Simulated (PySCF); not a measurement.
Simulated C 1s region for `C[AsH][SiH2]CC`, binding energy against the vacuum level.

Every computed line was given a Gaussian of 0.5 eV full width at half maximum and an area set by the number of equivalent atoms; the highest printed point is 100. Method: delta-SCF UKS SCAN, pcX-2 on the ionised atom, pcseg-1 elsewhere, spin-free X2C in PySCF 2.14.0.

binding energy (eV), intensity and a bar:
```
    289.5          0 
    289.6          2 
    289.7          5 #
    289.8         14 ####
    289.9         28 ########
    290.0         49 ###############
    290.1         71 #####################
    290.2         89 ###########################
    290.3         98 ##############################
    290.4        100 ##############################
    290.5         95 ############################
    290.6         83 #########################
    290.7         66 ####################
    290.8         46 ##############
    290.9         27 ########
    291.0         13 ####
    291.1          5 #
    291.2          2 
    291.3          0
```

Q: Count the maxima, the lines and the sites behind this envelope.

A: The curve has 1 maximum (at 290.4 eV). Under it lie 3 lines from 3 inequivalent carbon sites. At this width some lines have no maximum of their own.

Q: Decompose the envelope and assign each component. Numbering: `[CH3:1][CH2:2][SiH2:3][AsH:4][CH3:5]`.

A: 
```json
{"position (eV)": "290.15", "relative area": "1", "line": "C 1s", "atoms": "C2", "environment": "sp3 carbon bound to silicon"}
{"position (eV)": "290.38", "relative area": "1", "line": "C 1s", "atoms": "C5", "environment": "methyl carbon"}
{"position (eV)": "290.65", "relative area": "1", "line": "C 1s", "atoms": "C1", "environment": "methyl carbon"}
```

Lowest listed C 1s: C2, bonded to C, 2 H and Si. Highest, 0.50 eV above it: C1, bonded to C and 3 H. Summing the Pauling electronegativity differences to the bonded atoms, each weighted by its formal bond order, gives -1.35 for the lowest site and -1.05 for the highest; no listed site has a larger sum than the highest. The smallest sum, -1.42, belongs to C5, 0.23 eV above the lowest.

The curve has no shake-up lines and no vibrational structure. One conformer (not necessarily the lowest) at the PBE0-D3(BJ)/def2-SVP geometry, without solvent, vibrations or thermal averaging.

Conformer computed: `[CH3:1][CH2:2][SiH2:3][AsH:4][CH3:5]`: C1–C2–Si3–As4 58°, C2–Si3–As4–C5 71°.
